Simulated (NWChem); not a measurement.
System: CrNH₃SO₂; SMILES [NH]=[Cr](=[O])([OH])[SH]

Here is an NWChem input.

```
start job
memory heap 200 mb stack 900 mb global 1100 mb
geometry units angstroms noautoz
  Cr    -0.033743     0.396020    -0.163056
  O      0.796049     0.897058     1.019491
  N      0.691480     0.649735    -1.564466
  H      1.641162     0.982989    -1.768121
  O     -1.617800     1.101026    -0.241144
  H     -2.019393     1.233989     0.630348
  S     -0.117597    -1.793602     0.126836
  H     -0.303704    -2.071796    -1.183050
end
basis spherical
  * library 6-31g*
end
dft
  xc scan
  grid xcoarse
  iterations 150
  mulliken
end
task dft gradient
```

Output (shortened):

```
             Northwest Computational Chemistry Package (NWChem) 7.3.0
             --------------------------------------------------------

 C1  symmetry detected

                             Geometry "geometry" -> ""
                             -------------------------

 Output coordinates in angstroms (scale by  1.889725989 to convert to a.u.)

  No.       Tag          Charge          X              Y              Z
 ---- ---------------- ---------- -------------- -------------- --------------
    1 Cr                  24.0000     0.05800448     0.37156211     0.02776461
    2 O                    8.0000     0.69130223     0.68412567     1.38395384
    3 N                    7.0000     1.01470820     0.75834303    -1.19264032
    4 H                    1.0000     1.99395635     1.06737210    -1.19453316
    5 O                    8.0000    -1.47037836     1.15693357    -0.21637746
    6 H                    1.0000    -2.00858569     1.20224276     0.58782049
    7 S                   16.0000    -0.13390445    -1.83038627     0.01738996
    8 H                    1.0000    -0.10535524    -1.93780030    -1.33000612

 Effective nuclear repulsion energy (a.u.)     413.4510980591

                                 NWChem DFT Module
                                 -----------------

 Summary of "ao basis" -> "ao basis" (spherical)
 ------------------------------------------------------------------------------
       Tag                 Description            Shells   Functions and Types
 ---------------- ------------------------------  ------  ---------------------
 Cr                          6-31g*                 12       34   5s4p2d1f
 O                           6-31g*                  6       14   3s2p1d
 N                           6-31g*                  6       14   3s2p1d
 H                           6-31g*                  2        2   2s
 S                           6-31g*                  8       18   4s3p1d

            General Information
            -------------------
          SCF calculation type: DFT
          Wavefunction type:  closed shell.
          No. of atoms     :     8
          No. of electrons :    66
           Alpha electrons :    33
            Beta electrons :    33
          Charge           :     0
          Spin multiplicity:     1
          Use of symmetry is: off; symmetry adaption is: off
          Maximum number of iterations: 150
          AO basis - number of functions:   100
                     number of shells:    44
          Convergence on energy requested:  1.00D-06
          Convergence on density requested:  1.00D-05
          Convergence on gradient requested:  5.00D-04

              XC Information
              --------------
                         SCAN Method XC Functional
                  SCAN metaGGA Exchange Functional  1.000
                        SCAN Correlation Potential  1.000

             Grid Information
             ----------------
          Grid used for XC integration:  xcoarse
          Radial quadrature: Mura-Knowles
          Angular quadrature: Lebedev.
          Tag              B.-S. Rad. Rad. Pts. Rad. Cut. Ang. Pts.
          ---              ---------- --------- --------- ---------
          Cr                  1.40       75           8.0       194
          O                   0.60       21          10.0       194
          N                   0.65       21           9.0       194
          H                   0.35       21          10.0       194
          S                   1.00       42           9.0       194
          Grid pruning is: on
          Number of quadrature shells:   243
          Spatial weights used:  Erf1

      Superposition of Atomic Density Guess
      -------------------------------------

 Sum of atomic energies:       -1645.82487955

      Non-variational initial energy
      ------------------------------

 Total energy =   -1646.322309
 1-e energy   =   -3088.667900
 2-e energy   =    1028.894493
 HOMO         =      -0.331847
 LUMO         =      -0.039751

     ---------------------------------------------
      Total Density - Mulliken Population Analysis
     ---------------------------------------------

    Atom       Charge   Shell Charges
 -----------   ------   -------------------------------------------------------
    1 Cr  24    20.81   2.00  2.00  6.00  2.00  5.99  0.26  0.32  0.06  0.06  0.89  1.19  0.04
    2 O    8     9.20   2.00  0.99  3.26  0.97  1.97  0.02
    3 N    7     8.45   2.00  0.88  2.76  0.92  1.87  0.02
    4 H    1     0.56   0.40  0.16
    5 O    8     9.16   2.00  0.94  3.19  0.95  2.07  0.01
    6 H    1     0.43   0.35  0.08
    7 S   16    16.67   2.00  2.00  5.98  1.33  3.24  0.52  1.57  0.02
    8 H    1     0.73   0.39  0.34

   convergence    iter        energy       DeltaE   RMS-Dens  Diis-err
 ---------------- ----- ----------------- --------- --------- ---------
 d= 0,ls=0.0,diis     1  -1648.4429392399 -2.06D+03  5.66D-02  1.09D+01
 d= 0,ls=0.0,diis     2  -1627.9262809308  2.05D+01  4.45D-02  1.54D+02
 d= 0,ls=0.5,diis     3  -1641.5689085325 -1.36D+01  1.15D-02  9.23D+01
 d= 0,ls=0.5,diis     4  -1644.2555917044 -2.69D+00  4.04D-03  6.64D+01
 d= 0,ls=0.5,diis     5  -1644.4231329152 -1.68D-01  2.80D-03  6.72D+01
 d= 0,ls=0.5,diis     6  -1644.3543201545  6.88D-02  2.89D-03  6.92D+01
 d= 0,ls=0.5,diis     7  -1644.1737744955  1.81D-01  2.47D-03  7.23D+01
 d= 0,ls=0.5,diis     8  -1644.0184384524  1.55D-01  1.59D-03  7.47D+01
 d= 0,ls=0.5,diis     9  -1644.0803702809 -6.19D-02  2.99D-03  7.43D+01
 d= 0,ls=0.5,diis    10  -1644.5630207894 -4.83D-01  2.31D-03  6.81D+01
 d= 0,ls=0.5,diis    11  -1645.2319166159 -6.69D-01  2.96D-02  6.09D+01
 d= 0,ls=0.5,diis    12  -1648.6811768889 -3.45D+00  1.18D-02  1.23D+01
 d= 0,ls=0.5,diis    13  -1649.5827759296 -9.02D-01  3.67D-03  1.35D+00
 d= 0,ls=0.5,diis    14  -1649.6962105168 -1.13D-01  1.25D-03  4.73D-02
  Resetting Diis
 d= 0,ls=0.5,diis    15  -1649.7031981932 -6.99D-03  6.63D-04  3.22D-03
 d= 0,ls=0.5,diis    16  -1649.7048283862 -1.63D-03  5.21D-04  1.78D-03
 d= 0,ls=0.5,diis    17  -1649.7056620094 -8.34D-04  3.86D-04  2.45D-03
 d= 0,ls=0.5,diis    18  -1649.7063271268 -6.65D-04  3.12D-04  5.86D-04
 d= 0,ls=0.5,diis    19  -1649.7066635700 -3.36D-04  2.40D-04  5.77D-04
 d= 0,ls=0.5,diis    20  -1649.7068953988 -2.32D-04  1.90D-04  2.77D-04
 d= 0,ls=0.5,diis    21  -1649.7070392843 -1.44D-04  1.51D-04  1.77D-04
 d= 0,ls=0.5,diis    22  -1649.7071324301 -9.31D-05  1.21D-04  9.73D-05
 d= 0,ls=0.5,diis    23  -1649.7071905880 -5.82D-05  9.75D-05  7.43D-05
 d= 0,ls=0.5,diis    24  -1649.7072291830 -3.86D-05  7.89D-05  5.96D-05
 d= 0,ls=0.5,diis    25  -1649.7072548858 -2.57D-05  6.39D-05  4.36D-05
 d= 0,ls=0.5,diis    26  -1649.7072721447 -1.73D-05  5.18D-05  3.02D-05
 d= 0,ls=0.5,diis    27  -1649.7072834575 -1.13D-05  4.26D-05  2.31D-05
 d= 0,ls=0.5,diis    28  -1649.7072916018 -8.14D-06  3.47D-05  1.43D-05
 d= 0,ls=0.5,diis    29  -1649.7072968304 -5.23D-06  2.84D-05  1.08D-05
 d= 0,ls=0.5,diis    30  -1649.7073002969 -3.47D-06  2.33D-05  9.11D-06
 d= 0,ls=0.5,diis    31  -1649.7073026375 -2.34D-06  1.92D-05  8.02D-06
 d= 0,ls=0.5,diis    32  -1649.7073043093 -1.67D-06  1.58D-05  6.39D-06
 d= 0,ls=0.5,diis    33  -1649.7073055330 -1.22D-06  1.31D-05  4.29D-06
 d= 0,ls=0.5,diis    34  -1649.7073063936 -8.61D-07  1.08D-05  2.53D-06
 d= 0,ls=0.5,diis    35  -1649.7073069756 -5.82D-07  8.89D-06  1.54D-06

         Total DFT energy =    -1649.707307356508
      One electron energy =    -3092.026365487180
           Coulomb energy =     1128.313112782171
    Exchange-Corr. energy =      -99.445152710623
 Nuclear repulsion energy =      413.451098059123

 Numeric. integr. density =       66.002285377252

                       DFT Final Molecular Orbital Analysis
                       ------------------------------------

 Vector   31  Occ=2.000000D+00  E=-3.003154D-01
              MO Center=  1.0D-01,  6.7D-02, -3.1D-01, r^2= 3.6D+00
   Bfn.  Coefficient  Atom+Function         Bfn.  Coefficient  Atom+Function
  ----- ------------  ---------------      ----- ------------  ---------------
    52      0.331809  3 N  py                56      0.251519  3 N  py
    88      0.215730  7 S  py                89     -0.185005  7 S  pz
    69      0.178911  5 O  pz                19     -0.175967  1 Cr d -1
    37     -0.157406  2 O  px                67      0.156021  5 O  px
    87     -0.145423  7 S  px                18      0.133078  1 Cr d -2

 Vector   32  Occ=2.000000D+00  E=-2.829303D-01
              MO Center=  4.6D-01,  5.2D-01, -6.3D-01, r^2= 3.1D+00
   Bfn.  Coefficient  Atom+Function         Bfn.  Coefficient  Atom+Function
  ----- ------------  ---------------      ----- ------------  ---------------
    53      0.415114  3 N  pz                57      0.304590  3 N  pz
    68      0.202001  5 O  py                88      0.185513  7 S  py
    51      0.178502  3 N  px                54     -0.169216  3 N  s
    38     -0.155134  2 O  py                72      0.153925  5 O  py
    21      0.146687  1 Cr d  1              37     -0.143431  2 O  px

[...]

                         DFT ENERGY GRADIENTS

    atom               coordinates                        gradient
                 x          y          z           x          y          z
   1 Cr      0.109613   0.702151   0.052468    0.019650   0.009899   0.024552
   2 O       1.306372   1.292810   2.615294   -0.014913  -0.008610  -0.034950
   3 N       1.917520   1.433061  -2.253763   -0.008625  -0.003716   0.009234
   4 H       3.768031   2.017041  -2.257340    0.001785   0.000496   0.000225
   5 O      -2.778612   2.186287  -0.408894   -0.004171  -0.001211   0.008238
   6 H      -3.795677   2.271909   1.110820    0.005510   0.000333  -0.008369
   7 S      -0.253043  -3.458929   0.032862    0.000708   0.002268   0.004756
   8 H      -0.199093  -3.661912  -2.513347    0.000056   0.000541  -0.003686
```

Level: SCAN/6-31G* (spherical d). The geometry was optimised at PBE0/def2-SVP. No frequency run checked for a minimum.
